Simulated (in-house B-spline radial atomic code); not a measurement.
**Correlation energy from the adiabatic connection: −Z/r, Z = 1.82, wall at 0.468 bohr**

Two electrons in a singlet, external potential −Z/r, Z = 1.82, wall at 0.468 bohr (atomic units). Full CI in B-splines (partial waves to l = 8, correlation up to 0.6 % small) with the density held fixed gives W(λ) = <V_ee>_λ − U, and E_c is the integral of W(λ) − W(0) from 0 to 1.

```json
{"λ": "0", "W(λ) − W(0) (hartree)": "0.00000"}
{"λ": "0.02", "W(λ) − W(0) (hartree)": "-0.00208"}
{"λ": "0.05", "W(λ) − W(0) (hartree)": "-0.00520"}
{"λ": "0.12", "W(λ) − W(0) (hartree)": "-0.01243"}
{"λ": "0.25", "W(λ) − W(0) (hartree)": "-0.02569"}
{"λ": "0.4", "W(λ) − W(0) (hartree)": "-0.04072"}
{"λ": "0.6", "W(λ) − W(0) (hartree)": "-0.06033"}
{"λ": "0.8", "W(λ) − W(0) (hartree)": "-0.07947"}
{"λ": "1", "W(λ) − W(0) (hartree)": "-0.09814"}
```

(1) Integrate the table by the trapezoid rule.

(2) Now use only three numbers: W(0) = -3.996, the initial slope W'(0) = -0.1043 (extrapolated from the first points) and the strong-coupling limit of the point-charge-plus-continuum model, W∞ = -4.268. What do second-order theory and the interpolation W(λ) = W∞ + (W(0) − W∞)/√(1 + 2χλ) of Seidl, Perdew and Levy give?

Results:

(1) The strips give -0.00002, -0.00011, -0.00062, -0.00248, -0.00498, -0.01010, -0.01398, -0.01776, which sum to -0.05005 hartree. The direct value, W(1) − W(0) + T_c with T_c = 0.04805, is -0.05009; the curve is convex, so chords lie above it and the trapezoids fall short in size by 0.07 %.

(2) Second order keeps the slope alone: E_c = W'(0)/2 = -0.05215, +4 % in size against -0.05009. Matching the slope fixes χ = W'(0)/(W∞ − W(0)) = -0.1043/(-0.27200) = 0.38346. Integrating, with s = √(1 + 2χ) = 1.329252, E_c = −(W(0) − W∞)(s − 1)/(s + 1) = −0.27200 × 0.329252/2.329252 = -0.03845 hartree, -23.2 % in size against the full result. At λ = 1 the formula gives W − W(0) = -0.06737 against -0.09814. Part of the miss can come from the model's W∞, which here lies above the computed W at λ = 10, -4.61893.
